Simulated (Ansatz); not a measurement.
**Reading a saddle point**

A first-order saddle point of C₂H₅Br, singlet, PBE0-D4/def2-TZVP, with one imaginary mode of 1446i cm⁻¹:

```xyz
8
angstrom
Br -1.2832 -1.9992 0.3051
C -0.1323 0.2355 -0.7261
H -1.1252 0.6230 -0.9143
H 0.3021 -0.3833 -1.5007
C 0.5507 0.5217 0.4460
H 1.6019 0.2692 0.5231
H 0.1644 1.2830 1.1135
H -0.0786 -0.5499 0.7533
```

Program: Ansatz 0.2.0. Basis: def2-TZVPP and def2-QZVPP. Cores are frozen in the correlated methods. Filled d shells of the heavier atoms are correlated. The def2 sets are not built for correlating such inner shells, so the correlated values are less sure here. Extrapolation: Hartree–Fock as exp(−7.88 √X), correlation as X^−2.97.

(1) Which contacts change along the imaginary mode, and what lies on either side? (Judge from chemistry; the calculation decides.)

(2) Which side is lower, and how far does the saddle lie above each? (To be estimated.)

T1 diagnostic: at most 0.022.

## Answers

(1) Computed: The step is C₂H₅Br (CCBr) → C₂H₄ (C=C) + HBr, with the molecules in contact on both sides. Shortening one way: Br1–H8; lengthening the same way: Br1–C2, C5–H8.
| pair | one side (Å) | saddle (Å) | other side (Å) |
| --- | --- | --- | --- |
| Br1–H8 | 3.06 | 1.94 | 1.43 |
| Br1–C2 | 1.95 | 2.72 | 3.81 |
| C5–H8 | 1.09 | 1.28 | 2.41 |

(2) The calculation gives: The side with Br1–C2, C5–H8 short is lower by 21.02 kcal/mol; the saddle lies 60.60 kcal/mol above it and 39.58 kcal/mol above the other (CCSD(T) at an estimated basis limit (MP2 extrapolated from triple and quadruple zeta, plus CCSD(T) − MP2 in triple zeta); electronic energies).

For scale, one of the runs: CCSD(T)/def2-TZVPP, 180 basis functions, launched by `ansatz run in.yaml --threads 4 --pin off --events-out ev --progress --plain --max-ram 9574MiB`. Hardware: 4 CPU threads of an Intel Xeon Platinum 8259CL, shared host. Wall time 34 s; peak host memory 1.8 GiB.
